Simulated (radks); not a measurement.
Question: Mg2+, configuration [He] 2s2 2p5 3s1 (not the ground configuration). All-electron calculation, non-relativistic Kohn-Sham, r2SCAN, spin-unpolarised, spherical densities, point nucleus; meta-GGA in the generalised Kohn-Sham scheme. Program: a radial shooting solver on a logarithmic mesh with Libxc functionals. Some entries of the table are withheld. Estimate them.

| orbital | occ. | eigenvalue (Ry) | <r> (bohr) |
|---|---|---|---|
| 1s | 2 | (1) | (2) |
| 2s | 2 | -8.71454 | 0.6725 |
| 2p | 5 | (3) | (4) |
| 3s | 1 | -1.65950 | 2.344 |
| 3p | 0 | (5) | 2.620 |

Answer: 
(1) 1s eigenvalue (Ry): -96.30300
(2) 1s <r> (bohr): 0.1308
(3) 2p eigenvalue (Ry): -6.20230
(4) 2p <r> (bohr): 0.6451
(5) 3p eigenvalue (Ry): -1.20779
